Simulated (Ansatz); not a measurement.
`FC1=C[C@H](F)[C@H]1F` → 4 C• + 3 F• + 3 H•  (atomization)

Isolated molecules relaxed with PBE0-D4/def2-TZVP in Ansatz; ΔE leaves out vibrations. CCSD(T)/CBS is the MP2 limit (def2-TZVPP, def2-QZVPP) plus CCSD(T) − MP2 in def2-TZVPP, frozen cores. This one scheme is used for every species, atoms too. DFT in def2-TZVPP. Open shells (•) are unrestricted, without spin–orbit coupling. Spin–orbit coupling would lower the free atoms: a little for C, F.

`FC1=C[C@H](F)[C@H]1F`:

Cartesian coordinates in Å:
```
F -2.339 -0.092 0.559
C -1.050 -0.139 0.322
C -0.109 -1.060 0.510
C 0.909 -0.216 -0.204
F 2.021 0.120 0.533
C -0.170 0.897 -0.292
F -0.509 1.319 -1.550
H -0.058 -2.030 0.981
H 1.241 -0.569 -1.182
H 0.063 1.769 0.323
```

Q: What is ΔE at CCSD(T)/CBS? (An estimate is asked.)

A: Computed: +4304.8 kJ/mol.

Q: What do these levels give: PBE-D4, BHLYP-D4, ωB97X-V, r2SCAN, MP2/def2-QZVPP, SCS-MP2/def2-QZVPP? (An estimate is asked.)

A: Computed: PBE-D4 4527.5, BHLYP-D4 4099.9, ωB97X-V 4330.9, r2SCAN 4342.1, MP2/def2-QZVPP 4421.0, SCS-MP2/def2-QZVPP 4333.4 kJ/mol.

Largest T1 diagnostic among the species: 0.012.

From r2SCAN to r2SCAN0 (25 % exact exchange), in def2-TZVPP and without D4, ΔE moves by −112.0 kJ/mol: exact exchange takes away binding that semilocal exchange gives to molecules. At CCSD(T), def2-SVP lies −193.5 kJ/mol from the extrapolated value and def2-TZVPP −116.8 kJ/mol: correlation converges slowly with the basis, and small sets miss more of it in the bonded molecule than in its fragments.

For atomizations the MP2-based limit and the directly extrapolated one differ by several kJ/mol either way, and by 10 to 25 for some Ge, Se and Sn compounds, so smaller differences from it don't rank the levels.
